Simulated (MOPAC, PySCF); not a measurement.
CH₂ClNSi, SMILES `[C-]#[N+][SiH2]Cl`, neutral singlet in the gas phase. 

Cartesian coordinates (Å):
```xyz
6

C      2.3737     0.2847    -0.0475
N      1.2147     0.1087    -0.0220
Si    -0.4912    -0.1765     0.0173
Cl    -1.4539     1.6111    -0.0845
H     -0.8369    -0.9921    -1.1600
H     -0.8065    -0.8358     1.2967
```
Charge 0, multiplicity 1.

All levels are single points at this geometry (PBE0-D4/def2-TZVP); Pople sets use spherical d functions. Orbital energies aren't observables, and empty levels follow the basis.

M06-2X/6-31G* in PySCF gives HOMO (eV) = -10.35.

Problem. Estimate the HOMO (eV) from each of these levels: PBE0-D4/def2-TZVP in PySCF; B3LYP/6-311+G** in PySCF; B3LYP/6-31G* in PySCF; B3LYP/LANL2DZ in PySCF; PBE/6-31G* in PySCF; HF/3-21G in PySCF; AM1 in MOPAC; PM3 in MOPAC.

Solution. 
```
level                       HOMO (eV)
--------------------------  ---------
PBE0-D4/def2-TZVP in PySCF      -9.21
B3LYP/6-311+G** in PySCF        -9.01
B3LYP/6-31G* in PySCF           -8.63
B3LYP/LANL2DZ in PySCF          -8.67
PBE/6-31G* in PySCF             -7.22
HF/3-21G in PySCF              -12.73
AM1 in MOPAC                   -11.68
PM3 in MOPAC                   -10.50
```
